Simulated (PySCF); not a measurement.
Structure problem from calculated spectra and properties.

Formula: C6H8Cl2O2.

| Property | Result |
| --- | --- |
| Rotational structure | rotational constants A, B, C: 2.122, 0.351, 0.333 GHz [GFN2-xTB] |
| 13C NMR | chemical shifts (computed TMS as zero) by class: 165.0 (1 C), 144.2 (1 C), 132.1 (1 C), 90.9 (1 C), 64.8 (1 C), 14.5 (1 C) ppm [GIAO PBE0/pcSseg-1] |
| 1H NMR | chemical shifts (computed TMS as zero) by class: 8.12 (1 H), 6.30 (1 H), 6.08 (1 H), 4.97 (2 H), 2.00 (3 H) ppm [GIAO PBE0/pcSseg-1] |
| Dipole | 1.33 D [PBE0/pcSseg-1] |
| NMR, other nuclei | isotropic shieldings of nuclei other than C and H, by class: -113 (1 O), 125 (1 O), 656 (2 Cl) ppm [GIAO PBE0/pcSseg-1] |

Gas-phase values; electronic properties from PySCF, density fitting. Levels stand in brackets. Isolated species at its GFN2-xTB geometry (one conformer only). NMR values are class means; diastereotopic atoms form classes of their own.

Task: Give a SMILES that accounts for the data.

Result: Numbering: `[CH3:1]/[C:2](=[CH:3]\[CH2:4][O:5][CH:6]=[O:7])[CH:8]([Cl:9])[Cl:10]`. Its formula, C6H8Cl2O2, gives 2 degrees of unsaturation: 0 rings and 2 π bonds in the structure found. 6 carbons fall into 6 classes; from least to most shielded: ester carbonyl carbon [C6] (165.0 ppm), fully substituted alkene carbon [C2] (144.2 ppm), alkene CH carbon [C3] (132.1 ppm), CHCl2 carbon [C8] (90.9 ppm), sp3 carbon bound to oxygen [C4] (64.8 ppm), allylic carbon [C1] (14.5 ppm). Hydrogen classes from least to most shielded: 1 H on an ester carbonyl carbon, C6 (8.12 ppm), 1 H on a CHCl2 carbon, C8 (6.30 ppm), 1 H on an alkene CH carbon, C3 (6.08 ppm), 2 H on an sp3 carbon bound to oxygen, C4 (4.97 ppm, a mean of values up to 0.8 ppm apart in this geometry), 3 H on an allylic carbon, C1 (2.00 ppm, a mean of values up to 0.9 ppm apart in this geometry). The other shieldings belong to: -113 ppm, ester carbonyl oxygen [O7]; 125 ppm, ester single-bonded oxygen [O5]; 656 ppm, alkyl chlorine [Cl9/Cl10]. The optimised geometry has point group C1 and is an asymmetric top. Structure: `C/C(=C\COC=O)C(Cl)Cl`. Computed isomers that give other values at the same levels: `CC(=O)O/C=C(/C)C(Cl)Cl` (13C chemical shifts (computed TMS as zero) by class: 171.7 (1 C), 136.6 (1 C), 126.3 (1 C), 82.0 (1 C), 22.8 (1 C), 13.7 (1 C) ppm); `C/C(=C/CC(=O)O)C(Cl)Cl` (13C chemical shifts (computed TMS as zero) by class: 176.7 (1 C), 147.6 (1 C), 139.3 (1 C), 84.0 (1 C), 36.2 (1 C), 26.2 (1 C) ppm); `O=C(Cl)CCCCC(=O)Cl` (13C chemical shifts (computed TMS as zero) by class: 189.6 (2 C), 49.9 (2 C), 27.3 (2 C) ppm). The assignments are read from this structure; whether some other isomer fits the data as well wasn't checked. NMR values of atoms bound to several Cl lack the spin–orbit term that these neighbours bring.

The values belong to the conformer `[CH3:1]/[C:2](=[CH:3]\[CH2:4][O:5][CH:6]=[O:7])[CH:8]([Cl:9])[Cl:10]`: C2–C3–C4–O5 -176°, C3–C4–O5–C6 -163°, C4–O5–C6–O7 0°, C1–C2–C8–Cl9 63°.
